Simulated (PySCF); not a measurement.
Match each property card to its molecule.

Structures:
1. `CN(CB)[SiH2]N(C)C`
2. `C/C=C\C=C\C`
3. `C[Si](C)(C#N)C#N`

Card P (geometry PBE0-D3(BJ)/def2-SVP):
* Rotational constants A, B, C: 3.474, 0.871, 0.829 GHz
* Static isotropic polarisability (CAM-B3LYP/def2-SVPD): 107.8 au
* Lowest singlet excitation (TDDFT CAM-B3LYP/def2-SVPD): 3.96 eV (313 nm, f = 0.000)
* Dipole moment (CAM-B3LYP/def2-SVPD): 1.07 D
* Strongest line among the 10 lowest singlet transitions (TDDFT CAM-B3LYP/def2-SVPD): S7 at 6.58 eV (188 nm, f = 0.041)

Card Q (geometry PBE0-D3(BJ)/def2-SVP):
* Rotational constants A, B, C: 2.314, 1.671, 1.418 GHz
* Static isotropic polarisability (PBE0/def2-SVPD): 77.9 au
* Isotropic shieldings of nuclei other than C and H, by class (GIAO PBE0/pcSseg-1): -108 (2 N), 395 (1 Si) ppm
* Dipole moment (PBE0/def2-SVPD): 5.05 D
* HOMO energy (PBE0/def2-SVPD): -9.72 eV
* Vertical ionisation energy (ΔSCF PBE0/def2-SVPD): 11.53 eV

Card R (geometry PBE0-D3(BJ)/def2-SVP):
- Rotational constants A, B, C: 11.105, 1.469, 1.318 GHz
- Static isotropic polarisability (CAM-B3LYP/def2-SVPD): 83.5 au
- HOMO energy (CAM-B3LYP/def2-SVPD): -7.38 eV
- Lowest singlet excitation (TDDFT CAM-B3LYP/def2-SVPD): 5.63 eV (220 nm, f = 0.860)
- Lowest triplet excitation (Tamm–Dancoff) (TDA CAM-B3LYP/def2-SVPD): 3.09 eV

Species are written as SMILES; each is one conformer at its optimised geometry, gas phase, non-relativistic unless stated. Electronic properties by PySCF. NMR classes are plain means over equivalent atoms (diastereotopic ones count apart unless rotation or inversion swaps them), as if these changed places fast.

Which card belongs to which structure?

P = 1, Q = 3, R = 2. What ties each card to its structure:
- 1 (card P), C4H15BN2Si, monoisotopic mass 130.1 u, 8 heavy atoms: an asymmetric top with C = 0.829 GHz, the lowest such constant on the cards; polarisability 107.8 au for 72 electrons; dipole 1.07 D.
- 2 (card R), C6H10, monoisotopic mass 82.1 u, 6 heavy atoms: an asymmetric top with C = 1.318 GHz; polarisability 83.5 au for 46 electrons.
- 3 (card Q), C4H6N2Si, monoisotopic mass 110.0 u, 7 heavy atoms: an asymmetric top with C = 1.418 GHz, the highest such constant on the cards; polarisability 77.9 au for 58 electrons; dipole 5.05 D.
